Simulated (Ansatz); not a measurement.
`FB1CB(Cl)C1` → 2 B• + 2 C• + Cl• + F• + 4 H•  (atomization)

Computed with Ansatz on PBE0-D4/def2-TZVP structures; ΔE is electronic, products minus reactants. CCSD(T)/CBS adds triple-zeta CCSD(T) − MP2 to the extrapolated MP2 energy (def2 sets, frozen cores). This one scheme is used for every species, atoms too. Open shells (•) are unrestricted, without spin–orbit coupling. Spin–orbit coupling would lower the free atoms: a little for B, C, Cl, F.

`FB1CB(Cl)C1`:

```xyz
10

F    -0.027   -1.008   -2.090
B     0.005   -0.629   -0.826
C    -1.167   -0.220    0.141
B    -0.031    0.797    0.522
Cl   -0.126    2.483    0.950
C     1.194   -0.058    0.032
H    -1.191   -0.968    0.946
H    -2.177    0.049   -0.152
H     1.394   -0.791    0.827
H     2.127    0.344   -0.350
```

| species | MP2/def2-TZVPP energy (Eh) |
| --- | --- |
| `FB1CB(Cl)C1` | -687.52494 |
| B• | -24.57584 |
| C• | -37.75859 |
| Cl• | -459.63530 |
| F• | -99.60959 |
| H• | -0.49981 |

(1) Work out ΔE.

Largest T1 diagnostic among the species: 0.014.

Results:

(1) ΔE = 4 × (-0.49981) + 2 × (-24.57584) + 2 × (-37.75859) + (-459.63530) + (-99.60959) − (-687.52494) = 1.61195 Eh = +43.86 eV. CCSD(T)/CBS gives +43.42 eV.

From r2SCAN to r2SCAN0 (25 % exact exchange), in def2-TZVPP and without D4, ΔE moves by −0.63 eV: exact exchange takes away binding that semilocal exchange gives to molecules. The D4 term adds +0.37 eV with B3LYP and +0.19 eV with PBE0; it sums over pairs of atoms, weighted by their polarisabilities, and B3LYP, whose exchange is more repulsive, gets the larger term. In def2-TZVPP, CCSD(T) changes the Hartree–Fock value by +9.04 eV (the triples alone add +0.69 eV) and MP2 by +10.43 eV; breaking electron pairs costs correlation energy, which Hartree–Fock lacks.

B3LYP here is the variant with VWN-RPA as its local correlation; programs differ in this.

For atomizations the MP2-based limit and the directly extrapolated one differ by several kJ/mol either way, and by 10 to 25 for some Ge, Se and Sn compounds, so smaller differences from it don't rank the levels.
